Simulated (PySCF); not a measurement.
# C3H6Si, SMILES `C1C=[SiH]C1` (charge 0, multiplicity 1)

Method: PBE-D3(BJ)/def2-TZVP // B3LYP-D3(BJ)/def2-TZVP run with PySCF.

The HOMO comes out as -5.00 eV. The dipole moment comes out as 0.80 D and the HOMO–LUMO gap is 3.38 eV. The LUMO is -1.62 eV and the total energy comes out as -407.0821 Ha. The cost is very roughly 50 core-seconds.

Bonded distances (Å): C1–Si2 1.706, C1–C4 1.533, C1–H5 1.078, Si2–C3 1.878, Si2–H6 1.482, C3–C4 1.574, C3–H7 1.089, C3–H8 1.089, C4–H9 1.095, C4–H10 1.095. Angles (°): Si2–C1–C4 91.2, Si2–C1–H5 143.7, C4–C1–H5 125.1, C1–Si2–C3 83.9, C1–Si2–H6 139.4, C3–Si2–H6 136.7, Si2–C3–C4 83.9, Si2–C3–H7 117.7, Si2–C3–H8 117.7, C4–C3–H7 113.5, C4–C3–H8 113.5, H7–C3–H8 108.7, C1–C4–C3 101.0, C1–C4–H9 113.0, C1–C4–H10 113.0, C3–C4–H9 111.1, C3–C4–H10 111.1, H9–C4–H10 107.5.
Charge 0, spin multiplicity 1.
